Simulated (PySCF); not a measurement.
Radial density of I²⁺ (iodine, charge +2)

B3LYP, [Kr] 4d10 5s2 5p3, high-spin 4S determinant. Computed with PySCF 2.14 in def2-TZVP with the def2 core potential (28 electrons) (6s5p3d2f, 50 functions), with scalar relativity through the core potential. This is the valence pseudo-density: the core potential removes the inner electrons and smooths the orbitals near the nucleus.

```json
{"r (bohr)": "0.00208", "4πr²ρ (e/bohr)": "1.492e-05", "4πr²(ρα − ρβ)": "0.0000"}
{"r (bohr)": "0.00351", "4πr²ρ (e/bohr)": "4.115e-05", "4πr²(ρα − ρβ)": "0.0000"}
{"r (bohr)": "0.00590", "4πr²ρ (e/bohr)": "0.0001087", "4πr²(ρα − ρβ)": "0.0000"}
{"r (bohr)": "0.00992", "4πr²ρ (e/bohr)": "0.0002599", "4πr²(ρα − ρβ)": "0.0000"}
{"r (bohr)": "0.0167", "4πr²ρ (e/bohr)": "0.0005266", "4πr²(ρα − ρβ)": "0.0000"}
{"r (bohr)": "0.0281", "4πr²ρ (e/bohr)": "0.0009269", "4πr²(ρα − ρβ)": "0.0000"}
{"r (bohr)": "0.0472", "4πr²ρ (e/bohr)": "0.001432", "4πr²(ρα − ρβ)": "0.0000"}
{"r (bohr)": "0.0794", "4πr²ρ (e/bohr)": "0.003748", "4πr²(ρα − ρβ)": "0.0001"}
{"r (bohr)": "0.134", "4πr²ρ (e/bohr)": "0.02766", "4πr²(ρα − ρβ)": "0.0004"}
{"r (bohr)": "0.225", "4πr²ρ (e/bohr)": "0.3467", "4πr²(ρα − ρβ)": "0.0054"}
{"r (bohr)": "0.378", "4πr²ρ (e/bohr)": "5.175", "4πr²(ρα − ρβ)": "0.1037"}
{"r (bohr)": "0.636", "4πr²ρ (e/bohr)": "26.15", "4πr²(ρα − ρβ)": "0.3789"}
{"r (bohr)": "1.07", "4πr²ρ (e/bohr)": "14.26", "4πr²(ρα − ρβ)": "0.0896"}
{"r (bohr)": "1.80", "4πr²ρ (e/bohr)": "4.173", "4πr²(ρα − ρβ)": "1.8177"}
{"r (bohr)": "3.02", "4πr²ρ (e/bohr)": "0.9092", "4πr²(ρα − ρβ)": "0.6796"}
{"r (bohr)": "5.09", "4πr²ρ (e/bohr)": "0.01556", "4πr²(ρα − ρβ)": "0.0131"}
{"r (bohr)": "8.56", "4πr²ρ (e/bohr)": "1.119e-05", "4πr²(ρα − ρβ)": "0.0000"}
```

Energies and moments cover only the electrons outside the core potential.
